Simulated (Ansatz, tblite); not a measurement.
Forces on the cluster In2Ga⁻ at its r2SCAN-D4/def2-TZVPD geometry. Charge -1, multiplicity 1.

In the def2 sets In takes a core potential; there is no spin–orbit coupling. The xTB rows come from tblite. At r2SCAN-D4/def2-TZVPD the restricted singlet is unstable: a solution with broken spin symmetry lies lower. At r2SCAN-D4/def2-TZVPD the highest occupied level of the charge -1 singlet lies above zero (up to 0.19 eV). Its loss leaves the charge 0 doublet, which lies 1.45 eV higher (vertical, at r2SCAN-D4/def2-TZVPD), but this difference is unsure: the doublet is doubtful (geometry relaxed on an unsound state). The geometry of the singlet was relaxed on an unsound state (restricted singlet, unstable towards broken spin symmetry). At PBE0-D4/def2-TZVPD a triplet of charge -1 lies 0.08 eV below the restricted singlet, each at its own geometry. The structure comes from a short search, and lower isomers may exist.

GFN2-xTB (tblite), largest force 1.12 eV/Å:

```xyz
3
positions Å, forces eV/Å
Ga    0.326   -1.042   -0.977   -0.250    0.798    0.748
In   -0.448    1.457   -0.605    0.132   -0.423   -0.347
In    0.122   -0.415    1.582    0.118   -0.375   -0.401
```

r2SCAN-D4/def2-TZVPD (Ansatz), largest force 0.00 eV/Å:

```
Ga 0.000 0.001 0.001
In 0.000 0.000 -0.001
In 0.000 -0.001 0.000
```
